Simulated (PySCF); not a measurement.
Question: What does the GFN2-xTB structure of `O1C[C@H](O[Si@@H]1C=C)C#N` look like in three dimensions?

Answer: 
```
atom  x, y, z in Å
C1     2.979    0.263    0.239
C2     2.218   -0.769   -0.091
Si3    0.473   -0.646   -0.758
O4    -0.029    0.908   -0.951
C5    -1.213    1.188   -0.280
C6    -1.670   -0.104    0.467
C7    -2.876   -0.621   -0.154
N8    -3.813   -1.027   -0.667
O9    -0.641   -1.043    0.393
H10    2.619    1.276    0.160
H11    3.991    0.145    0.595
H12    2.629   -1.766   -0.015
H13    0.221   -1.398   -1.982
H14   -1.038    2.001    0.431
H15   -1.975    1.503   -1.001
H16   -1.882    0.100    1.525
```

Any rigid rotation of these coordinates is as good. Atoms count from 1 in this order. The 3 C–C bonds span 1.324 Å (C1=C2, drawn double) to 1.561 Å (C5–C6, drawn single), a spread of 0.237 Å. The 5-membered ring Si3–O4–C5–C6–O9 has internal angles of 96.0° to 113.2°; it is slightly puckered (a soft mode that the optimisation may not have finished), 0.07 Å rms from its mean plane, widest ring torsion 16°. O9 (silyl ether oxygen) is bent (angle 111.9°). Si3 (oxygen-bound silicon) has angles from 96.0° to 115.2°.

Bonds between heavy atoms (Å): C1=C2 1.324, C2–Si3 1.873, Si3–O4 1.644, O4–C5 1.389, C5–C6 1.561, C6–C7 1.451, C7≡N8 1.143, C6–O9 1.396, Si3–O9 1.650.

The geometry is computed with GFN2-xTB (gas phase).

Point group: C1 (no symmetry element, even within 0.4 Å). GFN2-xTB frequencies: not computed here. The numbers are those of one conformer (C1–C2–Si3–O4 2°, C2–Si3–O4–C5 -125°, Si3–O4–C5–C6 1°, O4–C5–C6–C7 -111°, C5–C6–O9–Si3 -16°).
